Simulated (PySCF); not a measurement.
CH2N (SMILES C#[NH+]), charge +1, singlet, at a GFN2-xTB geometry; CCSD/def2-SVP in PySCF.

PySCF was given this input:
```python
from pyscf import gto, scf, cc

mol = gto.Mole()
mol.atom = '''
    C    -0.000000   -0.000000   -0.600338
    N     0.000000    0.000000    0.532669
    H    -0.000000   -0.000000   -1.674892
    H     0.000000    0.000000    1.548235
'''
mol.basis = 'def2-svp'
mol.charge = 1
mol.spin = 0
mol.verbose = 4
mol.build()

mf = scf.RHF(mol)
mf.kernel()

mycc = cc.CCSD(mf)
mycc.kernel()
print('E(CCSD) = %.10f' % mycc.e_tot)
mf.analyze()
```

**Question.** Predict the main parts of the log of this PySCF run.

**Answer.** 
```
PySCF version 2.14.0

[INPUT] verbose = 4
[INPUT] num. atoms = 4
[INPUT] num. electrons = 14
[INPUT] charge = 1
[INPUT] spin (= nelec alpha-beta = 2S) = 0
[INPUT] symmetry False subgroup None
[INPUT] Mole.unit = angstrom
[INPUT] Symbol           X                Y                Z      unit          X                Y                Z       unit  Magmom
[INPUT]  1 C      0.000000000000   0.000000000000  -0.600338000000 AA    0.000000000000   0.000000000000  -1.134474402169 Bohr   0.0
[INPUT]  2 N      0.000000000000   0.000000000000   0.532669000000 AA    0.000000000000   0.000000000000   1.006598525046 Bohr   0.0
[INPUT]  3 H      0.000000000000   0.000000000000  -1.674892000000 AA    0.000000000000   0.000000000000  -3.165087168225 Bohr   0.0
[INPUT]  4 H      0.000000000000   0.000000000000   1.548235000000 AA    0.000000000000   0.000000000000   2.925740126466 Bohr   0.0

nuclear repulsion = 29.5384848882685
number of shells = 18
number of NR pGTOs = 62
number of NR cGTOs = 38
basis = def2-svp
ecp = {}

******** <class 'pyscf.scf.hf.RHF'> ********
method = RHF
initial guess = minao
damping factor = 0
level_shift factor = 0
DIIS = <class 'pyscf.scf.diis.CDIIS'>
diis_start_cycle = 1
diis_space = 8
diis_damp = 0
SCF conv_tol = 1e-09
SCF conv_tol_grad = None
SCF max_cycles = 50
direct_scf = True
direct_scf_tol = 1e-13
Set gradient conv threshold to 3.16228e-05
Initial guess from minao.
init E= -93.6399489010012
  HOMO = -0.431458301269532  LUMO = 0.0749022199193809  gap/eV = 13.77877
cycle= 1 E= -93.033270545917  delta_E= 0.607  |g|= 0.406  |ddm|= 1.92
  HOMO = -0.910897395188024  LUMO = -0.191699546636147  gap/eV = 19.57037
cycle= 2 E= -93.0852305879413  delta_E= -0.052  |g|= 0.123  |ddm|= 0.448
  HOMO = -0.853198317404025  LUMO = -0.127844991635775  gap/eV = 19.73787
cycle= 3 E= -93.088713029605  delta_E= -0.00348  |g|= 0.0493  |ddm|= 0.182
  HOMO = -0.846048900748193  LUMO = -0.125008587366364  gap/eV = 19.62051
cycle= 4 E= -93.0892296699232  delta_E= -0.000517  |g|= 0.019  |ddm|= 0.0473
  HOMO = -0.850471286203184  LUMO = -0.126711873363805  gap/eV = 19.69450
cycle= 5 E= -93.0893080517505  delta_E= -7.84e-05  |g|= 0.00141  |ddm|= 0.016
  HOMO = -0.85027442930273  LUMO = -0.126682425502366  gap/eV = 19.68994
cycle= 6 E= -93.0893088370546  delta_E= -7.85e-07  |g|= 0.000341  |ddm|= 0.00209
  HOMO = -0.850284129652905  LUMO = -0.126676997427264  gap/eV = 19.69035
cycle= 7 E= -93.0893088705804  delta_E= -3.35e-08  |g|= 6.03e-05  |ddm|= 0.000358
  HOMO = -0.850280478658242  LUMO = -0.126673225735135  gap/eV = 19.69036
cycle= 8 E= -93.0893088717638  delta_E= -1.18e-09  |g|= 7.75e-06  |ddm|= 8.47e-05
  HOMO = -0.850280547806836  LUMO = -0.126673317200127  gap/eV = 19.69036
cycle= 9 E= -93.0893088717815  delta_E= -1.76e-11  |g|= 7.78e-07  |ddm|= 1.21e-05
  HOMO = -0.850280594320843  LUMO = -0.126673258964001  gap/eV = 19.69036
Extra cycle  E= -93.0893088717816  delta_E= -1.14e-13  |g|= 3.02e-07  |ddm|= 9.69e-07
converged SCF energy = -93.0893088717816

******** <class 'pyscf.cc.ccsd.CCSD'> ********
CC2 = 0
CCSD nocc = 7, nmo = 38
max_cycle = 50
direct = 0
conv_tol = 1e-07
conv_tol_normt = 1e-05
diis_space = 6
diis_start_cycle = 0
diis_start_energy_diff = 1e+09
Init t2, MP2 energy = -93.3758058217963  E_corr(MP2) -0.286496950014773
Init E_corr(CCSD) = -0.286496950014805
cycle = 1  E_corr(CCSD) = -0.286135977578989  dE = 0.000360972436  norm(t1,t2) = 0.0498084
cycle = 2  E_corr(CCSD) = -0.296152663828333  dE = -0.0100166862  norm(t1,t2) = 0.0185863
cycle = 3  E_corr(CCSD) = -0.296918010631132  dE = -0.000765346803  norm(t1,t2) = 0.00859844
cycle = 4  E_corr(CCSD) = -0.298659907780169  dE = -0.00174189715  norm(t1,t2) = 0.00411311
cycle = 5  E_corr(CCSD) = -0.29877996913394  dE = -0.000120061354  norm(t1,t2) = 0.000803296
cycle = 6  E_corr(CCSD) = -0.298708011426359  dE = 7.19577076e-05  norm(t1,t2) = 0.000178907
cycle = 7  E_corr(CCSD) = -0.298720240814926  dE = -1.22293886e-05  norm(t1,t2) = 4.37477e-05
cycle = 8  E_corr(CCSD) = -0.298720369448602  dE = -1.28633676e-07  norm(t1,t2) = 5.22507e-06
cycle = 9  E_corr(CCSD) = -0.298720234164699  dE = 1.35283903e-07  norm(t1,t2) = 1.52453e-06
cycle = 10  E_corr(CCSD) = -0.298720216675191  dE = 1.74895076e-08  norm(t1,t2) = 4.31257e-07
CCSD converged
E(CCSD) = -93.38802908845676  E_corr = -0.2987202166751914
E(CCSD) = -93.3880290885
**** SCF Summaries ****
Total Energy =                         -93.089308871781569
Nuclear Repulsion Energy =              29.538484888268517
One-electron Energy =                 -178.943372532081611
Two-electron Energy =                   56.315578772031522
Two-electron Coulomb Energy =           68.444621229559971
DFT Exchange-Correlation Energy =      -12.129042457528449
HOMO-LUMO gap [eV] =                    19.690358529298614
**** MO energy ****
MO #1   energy= -15.951658470024   occ= 2
MO #2   energy= -11.665280675221   occ= 2
MO #3   energy= -1.58823847811831  occ= 2
MO #4   energy= -1.17796528191603  occ= 2
MO #5   energy= -1.07240343005056  occ= 2
MO #6   energy= -0.850280594320846 occ= 2
MO #7   energy= -0.850280594320843 occ= 2
MO #8   energy= -0.126673258964001 occ= 0
MO #9   energy= -0.126673258963998 occ= 0
MO #10  energy= -0.0498750163595965 occ= 0
MO #11  energy= -0.0199328361591036 occ= 0
MO #12  energy= 0.0603390052582897 occ= 0
MO #13  energy= 0.307686397231578  occ= 0
MO #14  energy= 0.388528662038161  occ= 0
MO #15  energy= 0.388528662038163  occ= 0
 ** Mulliken pop on meta-lowdin orthogonal AOs  **
 ** Mulliken pop  **
pop of  0 C 1s            1.99995
pop of  0 C 2s            0.97481
pop of  0 C 3s            0.01170
pop of  0 C 2px           0.73560
pop of  0 C 2py           0.73560
pop of  0 C 2pz           1.12831
pop of  0 C 3px           0.00364
pop of  0 C 3py           0.00364
pop of  0 C 3pz           0.01607
pop of  0 C 3dxy          0.00000
pop of  0 C 3dyz          0.00433
pop of  0 C 3dz^2         0.00414
pop of  0 C 3dxz          0.00433
pop of  0 C 3dx2-y2       0.00000
pop of  1 N 1s            1.99996
pop of  1 N 2s            1.16764
pop of  1 N 3s            0.00933
pop of  1 N 2px           1.25386
pop of  1 N 2py           1.25386
pop of  1 N 2pz           1.31031
pop of  1 N 3px           0.00000
pop of  1 N 3py           0.00000
pop of  1 N 3pz           0.00877
pop of  1 N 3dxy          0.00000
pop of  1 N 3dyz          0.00238
pop of  1 N 3dz^2         0.00606
pop of  1 N 3dxz          0.00238
pop of  1 N 3dx2-y2       0.00000
pop of  2 H 1s            0.71084
pop of  2 H 2s            0.02376
pop of  2 H 2px           0.00001
pop of  2 H 2py           0.00001
pop of  2 H 2pz           0.00314
pop of  3 H 1s            0.60232
pop of  3 H 2s            0.02034
pop of  3 H 2px           0.00018
pop of  3 H 2py           0.00018
pop of  3 H 2pz           0.00252
 ** Mulliken atomic charges  **
charge of    0C =      0.37786
charge of    1N =     -0.01457
charge of    2H =      0.26224
charge of    3H =      0.37446

WARN: System has nonzero charge 1; the dipole moment is origin-dependent.
Location of origin: [0. 0. 0.]

Dipole moment(X, Y, Z, Debye):  0.00000,  0.00000, -0.60899
```
